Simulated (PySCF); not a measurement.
Compound: C₂H₁₀BGeNO₂.
Atom-mapped SMILES: `[CH3:1][N:2]([GeH3:3])[CH2:4][B:5]([OH:6])[OH:7]` (hydrogens: H8, H9, H10 on C1; H11, H12, H13 on Ge3; H14, H15 on C4; H16 on O6; H17 on O7)

Method: PBE0-D3(BJ)/def2-SVP geometry optimisation, gas phase in PySCF; density fitting, grid level 1; the optimiser is geomeTRIC in internal coordinates, started from a GFN2-xTB structure with every atom displaced at random (about 0.01 Å).

Step 0: E = -64988.2483 eV
```
atom  x, y, z in Å  |  force x, y, z in eV/Å
C1     -1.6759    1.2919   -0.3555   -0.691   0.705   0.816
N2     -0.7145    0.3589    0.0931    1.695   0.240  -0.330
Ge3    -1.2195   -1.3341    0.5280    0.051   0.192   0.165
C4      0.6651    0.8004   -0.2391   -1.848  -1.272   0.394
B5      1.7498   -0.3193   -0.0344    0.921   1.204  -0.081
O6      1.3433   -1.5867    0.0903   -0.311  -0.494  -0.128
O7      3.0945   -0.0624    0.0085    0.035  -0.012  -0.019
H8     -1.5014    2.3008    0.0961   -0.111  -0.230  -0.035
H9     -1.6702    1.4567   -1.4302    0.001   0.028  -0.889
H10    -2.6946    0.9769   -0.0676    0.091   0.109  -0.056
H11    -1.0850   -2.4121   -0.4998    0.057  -0.595  -0.700
H12    -2.6726   -1.1470    0.8069   -1.130   0.155   0.118
H13    -0.6018   -1.7506    1.8187    0.400  -0.348   0.825
H14     0.6522    1.1119   -1.2905    0.343   0.174  -0.515
H15     0.8610    1.6983    0.3398    0.429   0.626   0.340
H16     2.0419   -2.2278    0.2096    0.337  -0.254   0.076
H17     3.3615    0.8619   -0.0705   -0.268  -0.227   0.019
```

Step 1: E = -64988.4903 eV
```
atom  x, y, z in Å  |  force x, y, z in eV/Å
C1     -1.6843    1.3070   -0.3664    0.155  -0.016  -0.189
N2     -0.6956    0.3376    0.0327   -0.253  -0.115   0.096
Ge3    -1.2786   -1.3305    0.5874   -0.143  -0.101   0.031
C4      0.6490    0.7509   -0.2558    0.080   0.102   0.046
B5      1.7992   -0.3164   -0.0582   -0.304  -0.209   0.077
O6      1.4276   -1.6262   -0.0069    0.218   0.067  -0.070
O7      3.1181   -0.0009    0.0484    0.023   0.094  -0.020
H8     -1.4960    2.2918    0.1026    0.004   0.048   0.049
H9     -1.6924    1.4790   -1.4686    0.002  -0.020   0.118
H10    -2.6948    0.9911   -0.0756   -0.035  -0.017   0.024
H11    -1.1945   -2.4479   -0.5017   -0.038   0.205   0.224
H12    -2.7973   -1.0668    0.8905    0.371  -0.064  -0.074
H13    -0.5957   -1.8068    1.9036   -0.111   0.109  -0.245
H14     0.7312    1.0732   -1.3245    0.053   0.006   0.044
H15     0.9092    1.6746    0.3236   -0.036  -0.137  -0.107
H16     2.1603   -2.2414    0.1198   -0.035   0.091   0.008
H17     3.2687    0.9496    0.0526    0.049  -0.043  -0.010
```

Question: Estimate the geometry and energy of step 2. (The exact step hangs on the optimiser's Hessian estimate; all steps are aligned on step 1, rigid shifts and turns removed.)

Answer: E = -64988.5078 eV, largest force 0.244 eV/Å
```
atom  x, y, z in Å  |  force x, y, z in eV/Å
C1     -1.6748    1.3231   -0.3715   -0.050  -0.070  -0.004
N2     -0.7225    0.3230    0.0328    0.017   0.073  -0.055
Ge3    -1.3092   -1.3341    0.5916   -0.114   0.065   0.007
C4      0.6294    0.7205   -0.2503    0.004  -0.166   0.075
B5      1.7848   -0.3395   -0.0553    0.090  -0.127   0.007
O6      1.5069   -1.6692   -0.0264   -0.240   0.042  -0.015
O7      3.0932    0.0246    0.0465    0.123   0.159   0.003
H8     -1.4607    2.3001    0.1075   -0.004  -0.007   0.014
H9     -1.6677    1.4999   -1.4694    0.003  -0.005   0.024
H10    -2.6977    1.0361   -0.0895   -0.021   0.004   0.003
H11    -1.2445   -2.4494   -0.4743    0.039   0.016  -0.002
H12    -2.8016   -1.0630    0.9007    0.029  -0.011  -0.009
H13    -0.6238   -1.7950    1.8917    0.053   0.026  -0.032
H14     0.7273    1.0489   -1.3147    0.006  -0.021  -0.003
H15     0.8907    1.6376    0.3292    0.016  -0.029  -0.011
H16     2.2842   -2.2238    0.1032    0.019   0.071  -0.004
H17     3.2200    0.9779    0.0516    0.027  -0.019   0.002
```

The energy changes by -0.0174 eV. The first-order estimate −F·Δx gives -0.0488 eV and the mean of the old and new forces, exact on a quadratic surface, -0.0182 eV. The step makes an angle of 75° with the force vector and moves no atom by more than 0.126 Å.

The cost below is that of the whole optimisation. Time: 3.2 min of wall time; peak memory 0.68 GiB. Hardware: one thread, Arm Neoverse N1 (aarch64), no GPU, on a shared host.
